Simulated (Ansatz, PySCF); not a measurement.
benzothiadiazole (C$_{6}$H$_{4}$N$_{2}$S), singlet, geometry from GFN2-xTB. Base run: PySCF with BLYP/STO-3G.

Geometry (Å):
```xyz
13

C     -2.3311     0.8728     0.2432
C     -2.4350    -0.5342     0.2011
C     -1.3351    -1.3350     0.0721
C     -0.0770    -0.7161    -0.0192
N      1.1150    -1.3019    -0.1487
S      2.2420    -0.1593    -0.2090
N      1.2946     1.1307    -0.0759
C      0.0290     0.7195     0.0237
C     -1.1251     1.5098     0.1572
H     -3.2358     1.4535     0.3464
H     -3.4156    -0.9809     0.2736
H     -1.4050    -2.4103     0.0391
H     -1.0362     2.5838     0.1885
```
Charge 0, spin multiplicity 1.
All else is at PySCF's defaults.

The same geometry, method and basis name were run in Ansatz (an electronic-structure program) and PySCF, at each program's defaults and at the settings that a row names. The base is PySCF at its defaults. Differences at the defaults can come from grids, fitting, cores and function types together.

| code and settings | ΔE vs base (µEh) | basis functions | E (Eh) | SCF cycles | dipole (D) |
|---|---|---|---|---|---|
| PySCF, defaults (exact integrals, its default grid, spherical functions) | 0.0 | 53 | -729.81922 | 12 | 0.16 |
| Ansatz, defaults (factorised integrals, its default grid, spherical functions) | -2.2 | 53 | -729.81922 | - | - |
| PySCF, density fitting with def2-universal-jkfit | -3284 | 53 | -729.82251 | 12 | 0.16 |
| PySCF, fine grid | 2.4 | 53 | -729.81922 | 12 | 0.16 |
| Ansatz, high accuracy | 2.5 | 53 | -729.81922 | - | - |
